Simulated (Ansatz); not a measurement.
A nudged elastic band was laid between two geometries of C2H3I (6 atoms, charge 0, multiplicity 1).

All numbers below come from RKS PBE0-D4/def2-SVP in Ansatz 0.2.0.

```yaml
movable_images: 5
climbing_image: yes
spring: 5.0 eV/Å²
optimiser: quadratic models (default)
start_path: IDPP
force_threshold: 0.05 eV/Å
iteration_limit: 60
end_points: relaxed
```

Initial state:

```xyz
6
Properties=species:S:1:pos:R:3
C -0.627 0.068 -0.461
C 0.375 0.151 0.406
I 1.859 -1.310 0.614
H -0.756 -0.778 -1.140
H -1.365 0.876 -0.509
H 0.514 0.993 1.089
```

Final state:

```xyz
6
Properties=species:S:1:pos:R:3
C -0.627 0.069 -0.461
C 0.376 0.150 0.406
I 1.857 -1.313 0.615
H -1.362 0.879 -0.507
H -0.758 -0.776 -1.141
H 0.515 0.992 1.089
```

(1) Which bonds break or form, and what moves?

(2) What energy profile does the band end with?

(3) What is the geometry of the highest image?

Results:

(1) No bond is made or broken. The dihedral H5–C1–C2–I3 goes from -180 to 0°. The two ends are copies of one structure, up to a mirror image or an exchange of like atoms.

(2) It converged. The highest image is number 3 of 0 to 6, 3.41 eV above the ends, which have the same energy within 2 meV. Neighbouring images differ by up to 1.6 eV, so the band resolves the path poorly. A vibrational analysis at the climbing image gives one clearly imaginary mode, 3806i cm⁻¹: a first-order saddle point.

```csv
image,path coordinate (Å),energy (eV),dihedral H5–C1–C2–I3 (°)
0,0.00,0.00,-180
1,0.58,0.45,143
2,1.15,1.78,109
3,1.73,3.41,77
4,2.30,1.79,58
5,2.88,0.45,31
6,3.46,0.00,0
```

(3) 
```xyz
6
Properties=species:S:1:pos:R:3:forces:R:3
C -0.517 0.254 -0.701 0.03 -0.01 0.01
C 0.408 0.249 0.242 -0.03 0.00 -0.02
I 0.829 -1.522 1.886 0.01 0.00 -0.01
H -0.368 -0.336 -1.618 -0.01 -0.01 0.02
H -1.561 0.471 -0.435 0.00 0.02 -0.01
H 1.209 0.883 0.627 -0.01 0.00 0.01
```

Time of the run: 12 min on 1 CPU thread of a shared host.
